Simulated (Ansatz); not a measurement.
C₅H₃F₅ (`FC1=C(F)C(F)(F)C(F)C1`). The species carries charge 0 and has multiplicity 1. The geometry is a stationary point of PBE0-D4/def2-TZVP.

```xyz
13

F     0.469   -2.611   -0.036
C     0.181   -1.326    0.024
C    -0.899   -0.802    0.589
F    -1.884   -1.440    1.190
C    -0.859    0.682    0.529
F    -0.615    1.221    1.759
F    -2.011    1.226    0.099
C     0.327    0.989   -0.415
F    -0.153    1.347   -1.647
C     1.118   -0.316   -0.531
H     0.909    1.823   -0.018
H     1.365   -0.506   -1.578
H     2.052   -0.287    0.037
```

Q: What is the dipole moment at PBE/def2-TZVPP? (Best estimate.)

A: Ansatz gave: 2.74 D, with components (2.71, -0.21, -0.39) D in this frame, pointing from negative to positive charge.

Q: And with r2SCAN, B3LYP, ωB97M-V? (An estimate is asked.)

A: Ansatz gave: r2SCAN 2.88 D, B3LYP 2.97 D, ωB97M-V 2.97 D.

Q: Give the Mulliken charges with PBE, ωB97M-V, B3LYP in def2-TZVPP. (Best estimate.)

A: Ansatz gave: 
| atom | PBE | ωB97M-V | B3LYP |
| --- | --- | --- | --- |
| F1 | -0.13 | -0.17 | -0.17 |
| C2 | 0.13 | 0.18 | 0.18 |
| C3 | 0.04 | 0.08 | 0.09 |
| F4 | -0.13 | -0.17 | -0.18 |
| C5 | 0.36 | 0.41 | 0.44 |
| F6 | -0.16 | -0.19 | -0.20 |
| F7 | -0.14 | -0.17 | -0.18 |
| C8 | 0.05 | 0.04 | 0.08 |
| F9 | -0.17 | -0.20 | -0.21 |
| C10 | -0.09 | -0.16 | -0.12 |
| H11 | 0.06 | 0.09 | 0.08 |
| H12 | 0.09 | 0.12 | 0.10 |
| H13 | 0.09 | 0.12 | 0.10 |

B3LYP here is the variant with VWN-RPA as its local correlation; programs differ in this.
